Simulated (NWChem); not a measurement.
# C3HBrF2; SMILES FC(F)=C=CBr

Results from NWChem. Pople sets run with spherical d functions. STO-3G and 3-21G are far too small for this property and stand as cheap habits. Coordinates come from a PBE0/def2-SVP optimisation. Field at 589 nm.

```tsv
level	isotropic polarisability (bohr³)	anisotropy (bohr³)
B3LYP/STO-3G	29.8	51.4
B3LYP/6-31G*	52.6	62.9
B3LYP/def2-SVP	52.4	[?]
B3LYP/def2-SVPD	68.7	61.5
```

Fill in the missing entries.


- B3LYP/def2-SVP, anisotropy (bohr³): 60.2
